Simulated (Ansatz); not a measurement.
InSn2. The state is a doublet with charge 0. Geometry PBE-D4/def2-SVP.

| atom | x (Å) | y (Å) | z (Å) |
| --- | --- | --- | --- |
| In1 | 1.146 | 1.318 | -0.725 |
| Sn2 | -0.890 | 0.384 | 1.181 |
| Sn3 | -0.256 | -1.702 | -0.456 |

In the def2 sets In, Sn take a core potential; there is no spin–orbit coupling. LC-ωPBE has ω = 0.4 bohr⁻¹. At r2SCAN-D4/def2-TZVP, PBE0-D4/def2-TZVP, LC-ωPBE/def2-TZVP the charge 0 doublet is spin-contaminated (final ⟨S²⟩ up to 1.73, 0.75 for a pure state). The structure comes from a short search, and lower isomers may exist.

(1) Estimate the α-spin orbital energies around the gap (eV) in Ansatz with PBE-D4/def2-TZVP, r2SCAN-D4/def2-TZVP, PBE0-D4/def2-TZVP, LC-ωPBE/def2-TZVP.

Results:

(1) 
```json
{"orbital": "HOMO−9", "PBE-D4/def2-TZVP": "-18.79", "r2SCAN-D4/def2-TZVP": "-19.28", "PBE0-D4/def2-TZVP": "-21.35", "LC-ωPBE/def2-TZVP": "-23.94"}
{"orbital": "HOMO−8", "PBE-D4/def2-TZVP": "-18.75", "r2SCAN-D4/def2-TZVP": "-19.23", "PBE0-D4/def2-TZVP": "-21.30", "LC-ωPBE/def2-TZVP": "-23.87"}
{"orbital": "HOMO−7", "PBE-D4/def2-TZVP": "-18.65", "r2SCAN-D4/def2-TZVP": "-19.16", "PBE0-D4/def2-TZVP": "-21.22", "LC-ωPBE/def2-TZVP": "-23.84"}
{"orbital": "HOMO−6", "PBE-D4/def2-TZVP": "-18.64", "r2SCAN-D4/def2-TZVP": "-19.16", "PBE0-D4/def2-TZVP": "-21.22", "LC-ωPBE/def2-TZVP": "-23.81"}
{"orbital": "HOMO−5", "PBE-D4/def2-TZVP": "-12.13", "r2SCAN-D4/def2-TZVP": "-12.73", "PBE0-D4/def2-TZVP": "-13.69", "LC-ωPBE/def2-TZVP": "-17.29"}
{"orbital": "HOMO−4", "PBE-D4/def2-TZVP": "-9.42", "r2SCAN-D4/def2-TZVP": "-9.78", "PBE0-D4/def2-TZVP": "-10.50", "LC-ωPBE/def2-TZVP": "-13.20"}
{"orbital": "HOMO−3", "PBE-D4/def2-TZVP": "-8.47", "r2SCAN-D4/def2-TZVP": "-8.68", "PBE0-D4/def2-TZVP": "-9.47", "LC-ωPBE/def2-TZVP": "-12.10"}
{"orbital": "HOMO−2", "PBE-D4/def2-TZVP": "-4.80", "r2SCAN-D4/def2-TZVP": "-5.28", "PBE0-D4/def2-TZVP": "-5.65", "LC-ωPBE/def2-TZVP": "-8.05"}
{"orbital": "HOMO−1", "PBE-D4/def2-TZVP": "-4.65", "r2SCAN-D4/def2-TZVP": "-4.89", "PBE0-D4/def2-TZVP": "-5.38", "LC-ωPBE/def2-TZVP": "-7.50"}
{"orbital": "HOMO", "PBE-D4/def2-TZVP": "-4.56", "r2SCAN-D4/def2-TZVP": "-4.77", "PBE0-D4/def2-TZVP": "-5.22", "LC-ωPBE/def2-TZVP": "-7.34"}
{"orbital": "LUMO", "PBE-D4/def2-TZVP": "-3.80", "r2SCAN-D4/def2-TZVP": "-3.57", "PBE0-D4/def2-TZVP": "-3.19", "LC-ωPBE/def2-TZVP": "-1.06"}
{"orbital": "LUMO+1", "PBE-D4/def2-TZVP": "-2.58", "r2SCAN-D4/def2-TZVP": "-2.49", "PBE0-D4/def2-TZVP": "-1.99", "LC-ωPBE/def2-TZVP": "-0.03"}
{"orbital": "LUMO+2", "PBE-D4/def2-TZVP": "-2.18", "r2SCAN-D4/def2-TZVP": "-2.07", "PBE0-D4/def2-TZVP": "-1.61", "LC-ωPBE/def2-TZVP": "0.08"}
{"orbital": "LUMO+3", "PBE-D4/def2-TZVP": "-1.37", "r2SCAN-D4/def2-TZVP": "-0.94", "PBE0-D4/def2-TZVP": "-0.67", "LC-ωPBE/def2-TZVP": "1.22"}
{"orbital": "LUMO+4", "PBE-D4/def2-TZVP": "-0.72", "r2SCAN-D4/def2-TZVP": "-0.42", "PBE0-D4/def2-TZVP": "-0.16", "LC-ωPBE/def2-TZVP": "1.44"}
{"orbital": "LUMO+5", "PBE-D4/def2-TZVP": "-0.43", "r2SCAN-D4/def2-TZVP": "-0.04", "PBE0-D4/def2-TZVP": "0.14", "LC-ωPBE/def2-TZVP": "1.76"}
{"orbital": "β HOMO", "PBE-D4/def2-TZVP": "-4.44", "r2SCAN-D4/def2-TZVP": "-4.66", "PBE0-D4/def2-TZVP": "-5.09", "LC-ωPBE/def2-TZVP": "-7.19"}
{"orbital": "β LUMO", "PBE-D4/def2-TZVP": "-4.11", "r2SCAN-D4/def2-TZVP": "-3.95", "PBE0-D4/def2-TZVP": "-3.44", "LC-ωPBE/def2-TZVP": "-1.48"}
```
